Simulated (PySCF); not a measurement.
Start geometry of `C/N=C/[C@H]([AsH2])C[AsH2]` from GFN2-xTB (Å):
```
atom  x, y, z in Å
C1    -2.2633    0.1339   -1.2978
N2    -0.9867   -0.1279   -0.7894
C3    -0.8312   -0.4302    0.4143
C4     0.5678   -0.6388    0.9691
As5    0.9645    1.0090    2.0416
C6     1.5901   -0.9161   -0.0812
As7    1.5236    0.3066   -1.6315
H8    -3.0532    0.1082   -0.5417
H9    -2.5040   -0.5438   -2.0820
H10   -2.2713    1.1560   -1.7291
H11   -1.6560   -0.4998    1.1477
H12    0.5179   -1.4502    1.7242
H13   -0.1289    0.7369    3.0688
H14   -0.0190    1.9263    1.3589
H15    1.4468   -1.9491   -0.4644
H16    2.5850   -0.8705    0.3932
H17    3.0393    0.4971   -1.7021
H18    1.4510    1.5642   -0.7844
```

What comes out of this run: PBE0-D3(BJ)/def2-SVP geometry optimisation, gas phase (PySCF)?

```
atom  x, y, z in Å
C1    -2.382    0.074   -1.285
N2    -1.057   -0.229   -0.833
C3    -0.828   -0.351    0.405
C4     0.544   -0.623    0.917
As5    1.183    0.881    2.088
C6     1.540   -0.965   -0.178
As7    1.797    0.398   -1.612
H8    -3.130    0.147   -0.470
H9    -2.714   -0.695   -2.001
H10   -2.373    1.027   -1.839
H11   -1.630   -0.242    1.166
H12    0.483   -1.460    1.637
H13    0.064    0.704    3.113
H14    0.423    1.998    1.381
H15    1.183   -1.863   -0.706
H16    2.522   -1.198    0.256
H17    3.190    0.837   -1.134
H18    1.150    1.572   -0.892
```

The energy falls by 0.256 eV over 11 energy and gradient evaluations, the largest force component goes from 0.0341 to 1.7e-04 Eh/bohr, and the atoms move by 0.281 Å rms after alignment. The bond that changes most is C1–H9 (N-methyl carbon to methyl hydrogen), which lengthens by 0.038 Å. Bonds longer at the end by more than 0.005 Å: 8 of 17; shorter: 3. Among the angles that change most is C3–C4–As5, from 105.3° to 110.9°. Among the dihedrals that turn most is H16–C6–As7–H18, from -74° to -110°. Rotational constants go from 1400, 758.5, 565.9 to 1212, 765.4, 529.2 MHz. The orientation of the end geometry is arbitrary; only internal coordinates are fixed.

The run used 189 basis functions and 76 SCF cycles in all.

Whether it is a minimum is left open (no frequencies). The numbers are those of one conformer.
